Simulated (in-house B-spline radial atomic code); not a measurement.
RPA and G0W0 for Si2+, [Ne] 3s2, as one setting changes: the radius of a hard wall (bohr). Start: PBE0. A dash marks a level of low quasi-particle weight. Computed with an all-electron radial atomic-structure program (B-spline basis): all electrons, non-relativistic, point nucleus, each spin shell either full or empty, empty states to l = 9 with an (l + 1/2)⁻⁴ tail; G0W0 by contour deformation at full frequency.

```csv
radius of a hard wall (bohr),mean-field level (eV),G0W0 level (eV),RPA correlation (Eh)
2,14.010,3s 6.769,-0.78599
2.5,?,?,?
3,?,?,?
3.5,-26.669,3s -31.44,-0.71372
4,-28.395,3s -32.87,-0.70679
5,-29.438,3s -33.62,-0.70115
6,-29.607,3s -33.70,-0.69992
8,-29.632,3s -33.71,-0.69966
12,-29.632,3s -33.70,-0.69961
```

(1) What belongs in the row for 3?

(2) What belongs in the row for 2.5?

Answers

(1) mean-field level (eV): -22.612; G0W0 level (eV): 3s -27.831; RPA correlation (Eh): -0.72572.

(2) mean-field level (eV): -12.679; G0W0 level (eV): 3s -18.630; RPA correlation (Eh): -0.74648.
